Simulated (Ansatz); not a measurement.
# Abstraction of F: BOF + SnH2F → BO + SnH2F2

Gas-phase species: BOF `O=BF`, singlet; SnH2F `[F][SnH2]`, doublet; BO, doublet; SnH2F2 `[F][SnH2][F]`, singlet. A radical takes F: the energy is the difference in strength between the B–F bond broken and the Sn–F bond made.

Shapes, held fixed at every level: PBE0-D4/def2-TZVP. Programs: Ansatz 0.2.0. The zero-point and thermal change to 298 K, harmonic and unscaled (PBE0-D4/def2-TZVP), is -2.2 kJ/mol.

Q: Estimate ΔH(298 K) of this reaction.

A: The highest level, CCSD(T)/def2-TZVPP, gives ΔH(298 K) = +170.6 kJ/mol; the levels span +170.6 to +188.9. The column of differences is taken from that level and isn't an error. No measured value is set beside it here. Spin contamination: BO (⟨S²⟩ up to 0.80). Open shells run unrestricted. For atoms past krypton def2 sets carry core potentials with scalar relativity. Outer-core shells of Sn are correlated, in sets that cover them unevenly. CCSD(T)/def2-TZVPP lies outside the range of the other correlated levels here, so it shouldn't be taken on trust.

| level | kind | ΔH(298 K) (kJ/mol) | less CCSD(T)/def2-TZVPP |
| --- | --- | --- | --- |
| PBE-D4/def2-TZVPP | GGA | +185.8 | +15.2 |
| BHLYP-D4/def2-TZVPP | global hybrid | +188.9 | +18.3 |
| PBE0-D4/def2-TZVPP | global hybrid | +185.8 | +15.2 |
| r2SCAN0-D4/def2-TZVPP | global hybrid | +179.7 | +9.1 |
| B2PLYP/def2-TZVPP | double hybrid | +181.1 | +10.5 |
| CCSD/def2-SVP | coupled cluster or CI | +181.6 | +11.0 |
| CCSD/def2-TZVPP | coupled cluster or CI | +173.5 | +2.9 |
| CCSD(T)/def2-TZVPP | coupled cluster or CI | +170.6 | 0.0 |
